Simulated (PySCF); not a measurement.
**Working out the excitation energy of Te²⁺**

Te²⁺ [Kr] 4d10 5s2 5p2 (3P) → Te²⁺ [Kr] 4d10 5s1 5p3 (5S). Calculation: PySCF 2.14, in aug-cc-pVDZ-PP with ECP28MDF; a scalar-relativistic core potential. Frozen: 4s2 4p6 4d10. Energies in hartree (1 hartree = 27.21139 eV):

```json
{"part": "UHF", "Te²⁺ (lower)": "-266.040972", "Te²⁺ (upper)": "-265.842639"}
{"part": "MP2 opposite-spin", "Te²⁺ (lower)": "-0.030838", "Te²⁺ (upper)": "0.000000"}
{"part": "MP2 same-spin", "Te²⁺ (lower)": "-0.005926", "Te²⁺ (upper)": "-0.011871"}
```

Question: What does Hartree-Fock give?

Answer: (-265.842639) − (-266.040972) = 0.198333 hartree = 5.397 eV.

Question: What do MP2 and SCS-MP2 (6/5 opposite-spin, 1/3 same-spin) give?

Answer: The opposite-spin parts differ by 0.839 eV and the same-spin parts by -0.162 eV. MP2: 5.397 + (0.839) + (-0.162) = 6.074 eV. SCS-MP2: 5.397 + 1.2 × (0.839) + (-0.162)/3 = 6.350 eV.

A double-zeta basis recovers only part of the correlation energy.
